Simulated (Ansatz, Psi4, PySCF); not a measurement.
C3H5, doublet, geometry from GFN2-xTB. Base run: PySCF with BHANDHLYP/6-31G*.

The PySCF input:
```python
from pyscf import gto, scf, dft

mol = gto.Mole()
mol.atom = '''
    C     1.313529    0.256226   -0.021927
    C     0.025909    0.374083   -0.010223
    H     1.837879   -0.703925   -0.002493
    H     1.970538    1.113360   -0.052235
    C    -1.206401   -0.398851    0.024477
    H    -1.008352   -1.478408    0.050837
    H    -1.788968   -0.136455    0.908191
    H    -1.809314   -0.183320   -0.858262
'''
mol.basis = '6-31g*'
mol.charge = 0
mol.spin = 1
mol.verbose = 4
mol.build()

mf = dft.UKS(mol)
mf.xc = 'bhandhlyp'
mf.kernel()
```

The same geometry, method and basis name were run in Ansatz (a quantum-chemistry and plane-wave program) and Psi4 and PySCF, at each program's defaults and at the settings that a row names. The base is PySCF at its defaults. Differences at the defaults can come from grids, fitting, cores and function types together.

```tsv
code and settings	ΔE vs base (mEh)	basis functions	E (Eh)	SCF cycles	dipole (D)
PySCF, defaults (exact integrals, its default grid, spherical functions)	0.000	52	-117.14608	12	0.80
Psi4, defaults (density fitting with its default set, its default grid, Cartesian functions)	-1.244	55	-117.14733	11	0.81
Ansatz, defaults (factorised integrals, its default grid, Cartesian functions)	-1.271	55	-117.14735	-	-
PySCF, density fitting with def2-universal-jkfit	-0.023	52	-117.14610	12	0.80
PySCF, fine grid	0.000	52	-117.14608	12	0.80
Psi4, exact integrals, spherical functions, fine grid	0.000	52	-117.14608	14	0.80
Ansatz, high accuracy, Cartesian functions as the basis file defines them	-1.270	55	-117.14735	-	-
```

Open shells are given as the SCF converged; they aren't shown to be the lowest states, and a large step between rows can be another state.
